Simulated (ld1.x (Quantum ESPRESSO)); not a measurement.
**PBEsol TM dataset for Mn, scalar-relativistic all-electron reference.**

* Element: manganese
* Generator: ld1.x (Quantum ESPRESSO) 7.5
* Type: norm-conserving Troullier–Martins (Kleinman–Bylander form)
* Functional: PBEsol
* Relativity: scalar-relativistic
* Frozen core: [Ne]
* Valence charge: 15
* Reference configuration: 3s2 3p6 3d5 4s2 4p0
* Partial waves: 3p (bound): rc 1.40 bohr; 3d (bound): rc 1.25 bohr; 4f channel at 0.05 Ry: rc 1.05 bohr; 3s (bound): rc 0.75 bohr
* Local potential: the s channel
* Core correction: none

Occupied shells without a wave of their own: 4s. They enter only through the test configuration that unscreens the potential.

All-electron outer shells of the reference configuration (PBEsol, scalar-relativistic, ld1.x):

```csv
shell,level (eV),outermost node (bohr),outermost maximum (bohr)
2s,-743.11,0.08,0.23
2p,-629.76,–,0.19
3s,-85.64,0.34,0.74
3p,-54.48,0.31,0.75
3d,-6.79,–,0.76
4s,-5.12,1.05,2.51
4p,-1.35,1.16,3.38
```

(1) Estimate the cutoffs (Ry, on a coarse ladder) from which the occupation-weighted sum of valence levels, in a spherical-Bessel basis at the reference potential, stays within 10 and 1 mRy of its value at 400 Ry.

(2) Does the potential have ghost states?

(3) Which valence shell sets the plane-wave cutoff?

(4) Tests: 3s2 3p6 3d5 4s1 4p0; 3s2 3p6 3d5 4s0 4p0; 3s2 3p6 3d4 4s0 4p0; 3s2 3p6 3d5.5 4s1.5 4p0; 3s2 3p6 3d6 4s1 4p0; 3s2 3p6 3d5 4s1.5 4p0; 3s1 3p6 3d5 4s2 4p0. Which has the largest error in its energy relative to the reference configuration, and how large is it?

Results:

(1) 180 Ry and over 300 Ry.

(2) No extra level below or beside the all-electron valence levels (p, d, f, s tested).

(3) 3s: its level needs 230 Ry to come within 1 mRy, against 160 Ry for 4s.

(4) 3s2 3p6 3d4 4s0 4p0, with -206 meV (all-electron minus pseudo) on +56.42 eV.
